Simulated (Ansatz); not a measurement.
Cl3HOTi, SMILES `[OH][Ti]([Cl])([Cl])[Cl]` at its PBE0-D4/def2-TZVP geometry, where that method's forces vanish. The species carries charge 0 and has multiplicity 1.

```xyz
6

O     1.0080    0.5780    0.7670
Ti   -0.1693   -0.1865   -0.2693
Cl    0.8479   -1.1381   -1.9458
Cl   -1.2787   -1.6678    0.8808
Cl   -1.5696    1.3189   -0.9912
H     1.1616    1.0955    1.5585
```

(1) What forces (eV/Å) does ωB97M-V/def2-TZVPP give on these atoms in Ansatz 0.2.0? (An estimate is asked.)

Results:

(1) The calculation gave: 
```
O1   0.015  0.019  0.028
Ti2  0.038  0.032  0.045
Cl3  0.044 -0.036 -0.064
Cl4 -0.041 -0.057  0.044
Cl5 -0.051  0.058 -0.027
H6  -0.005 -0.017 -0.026
```
